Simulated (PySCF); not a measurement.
H4F2OSi2 (SMILES O[Si](F)(F)[SiH3]), singlet, geometry from GFN2-xTB; DF-PBE/pcseg-0 run with PySCF.

Here is a job for PySCF.
```python
from pyscf import gto, scf, dft

mol = gto.Mole()
mol.atom = '''
    O    -0.789260    0.810951   -1.362039
    Si   -0.357817   -0.065727   -0.085397
    F    -0.743368   -1.598533   -0.384623
    F    -1.425299    0.207653    1.086499
    Si    1.823243    0.346195    0.420823
    H    -1.666655    0.788983   -1.741802
    H     2.028920    1.756343    0.765177
    H     2.254373   -0.460405    1.568149
    H     2.699479    0.018846   -0.708070
'''
mol.basis = 'pcseg-0'
mol.charge = 0
mol.spin = 0
mol.verbose = 4
mol.max_memory = 1800
mol.build()

mf = dft.RKS(mol)
mf.xc = 'pbe'
mf = mf.density_fit(auxbasis='def2-universal-jkfit')
mf.kernel()
```

What the program printed (banner, timings and long lists left out):

```
PySCF version 2.14.0

[INPUT] verbose = 4
[INPUT] num. atoms = 9
[INPUT] num. electrons = 58
[INPUT] charge = 0
[INPUT] spin (= nelec alpha-beta = 2S) = 0
[INPUT] symmetry False subgroup None
[INPUT] Mole.unit = angstrom
[INPUT] Symbol           X                Y                Z      unit          X                Y                Z       unit  Magmom
[INPUT]  1 O     -0.789260000000   0.810951000000  -1.362039000000 AA   -1.491485241074   1.532475290442  -2.573880680976 Bohr   0.0
[INPUT]  2 Si    -0.357817000000  -0.065727000000  -0.085397000000 AA   -0.676176132713  -0.124206028989  -0.161376941859 Bohr   0.0
[INPUT]  3 F     -0.743368000000  -1.598533000000  -0.384623000000 AA   -1.404761929766  -3.020789571079  -0.726832131209 Bohr   0.0
[INPUT]  4 F     -1.425299000000   0.207653000000   1.086499000000 AA   -2.693424755616   0.392407298944   2.053185544614 Bohr   0.0
[INPUT]  5 Si     1.823243000000   0.346195000000   0.420823000000 AA    3.445429928530   0.654213735694   0.795240216918 Bohr   0.0
[INPUT]  6 H     -1.666655000000   0.788983000000  -1.741802000000 AA   -3.149521494137   1.490961786938  -3.291528743220 Bohr   0.0
[INPUT]  7 H      2.028920000000   1.756343000000   0.765177000000 AA    3.834103128653   3.319007250797   1.445974966816 Bohr   0.0
[INPUT]  8 H      2.254373000000  -0.460405000000   1.568149000000 AA    4.260147552614  -0.870039356380   2.963372132511 Bohr   0.0
[INPUT]  9 H      2.699479000000   0.018846000000  -0.708070000000 AA    5.101275989015   0.035613778544  -1.338058377021 Bohr   0.0

nuclear repulsion = 317.473789730306
number of shells = 14
number of NR pGTOs = 111
number of NR cGTOs = 61
basis = pcseg-0
ecp = {}

******** <class 'pyscf.df.df_jk.DFRKS'> ********
method = DFRKS
initial guess = minao
damping factor = 0
level_shift factor = 0
DIIS = <class 'pyscf.scf.diis.CDIIS'>
diis_start_cycle = 1
diis_space = 8
diis_damp = 0
SCF conv_tol = 1e-09
SCF conv_tol_grad = None
SCF max_cycles = 50
direct_scf = False
XC library pyscf.dft.libxc version 7.1.2
    S. Lehtola, C. Steigemann, M. J. T. Oliveira, and M. A. L. Marques,  SoftwareX 7, 1–5 (2018)
XC functionals = pbe
    J. P. Perdew, K. Burke, and M. Ernzerhof,  Phys. Rev. Lett. 77, 3865 (1996)
    J. P. Perdew, K. Burke, and M. Ernzerhof,  Phys. Rev. Lett. 78, 1396 (1997)
    J. P. Perdew, K. Burke, and M. Ernzerhof,  Phys. Rev. Lett. 77, 3865 (1996)
    J. P. Perdew, K. Burke, and M. Ernzerhof,  Phys. Rev. Lett. 78, 1396 (1997)
radial grids:
    Treutler-Ahlrichs [JCP 102, 346 (1995); DOI:10.1063/1.469408] (M4) radial grids

becke partition: Becke, JCP 88, 2547 (1988); DOI:10.1063/1.454033
pruning grids: <function nwchem_prune>
grids dens level: 3
symmetrized grids: False
atomic radii adjust function: <function treutler_atomic_radii_adjust>
small_rho_cutoff = 0
Set gradient conv threshold to 3.16228e-05
Initial guess from minao.
tot grids = 120200
init E= -854.69660374984
  HOMO = -0.328637389936047  LUMO = -0.0461596919362632  gap/eV = 7.68661
cycle= 1 E= -854.190194953336  delta_E= 0.506  |g|= 0.951  |ddm|= 2.98
  HOMO = -0.161216331282088  LUMO = -0.029796250799812  gap/eV = 3.57612
cycle= 2 E= -853.801000688262  delta_E= 0.389  |g|= 1.75  |ddm|= 2.92
  HOMO = -0.303093076451911  LUMO = -0.0263380048161128  gap/eV = 7.53089
cycle= 3 E= -854.350851790857  delta_E= -0.55  |g|= 0.127  |ddm|= 1.99
  HOMO = -0.290359735488037  LUMO = -0.0278735185048382  gap/eV = 7.14261
cycle= 4 E= -854.352887757191  delta_E= -0.00204  |g|= 0.102  |ddm|= 0.237
  HOMO = -0.293468026794831  LUMO = -0.0294731905353425  gap/eV = 7.18367
cycle= 5 E= -854.354557619146  delta_E= -0.00167  |g|= 0.0108  |ddm|= 0.0924
  HOMO = -0.29526188584935  LUMO = -0.0292314138577474  gap/eV = 7.23906
cycle= 6 E= -854.354598722823  delta_E= -4.11e-05  |g|= 0.0032  |ddm|= 0.0287
  HOMO = -0.295378424093367  LUMO = -0.0290904032987753  gap/eV = 7.24607
cycle= 7 E= -854.354601841642  delta_E= -3.12e-06  |g|= 0.000399  |ddm|= 0.00531
  HOMO = -0.295406396052735  LUMO = -0.029079597927089  gap/eV = 7.24712
cycle= 8 E= -854.354601879699  delta_E= -3.81e-08  |g|= 9.64e-05  |ddm|= 0.000572
  HOMO = -0.295418414726243  LUMO = -0.029088442484221  gap/eV = 7.24721
cycle= 9 E= -854.354601882673  delta_E= -2.97e-09  |g|= 1.82e-05  |ddm|= 0.000159
  HOMO = -0.295420843337336  LUMO = -0.0290872125947832  gap/eV = 7.24731
cycle= 10 E= -854.354601882756  delta_E= -8.28e-11  |g|= 2.49e-06  |ddm|= 3.58e-05
  HOMO = -0.29542015119137  LUMO = -0.0290873567700456  gap/eV = 7.24728
Extra cycle  E= -854.354601882756  delta_E= 2.27e-13  |g|= 4.01e-06  |ddm|= 9.39e-06
converged SCF energy = -854.354601882756
```
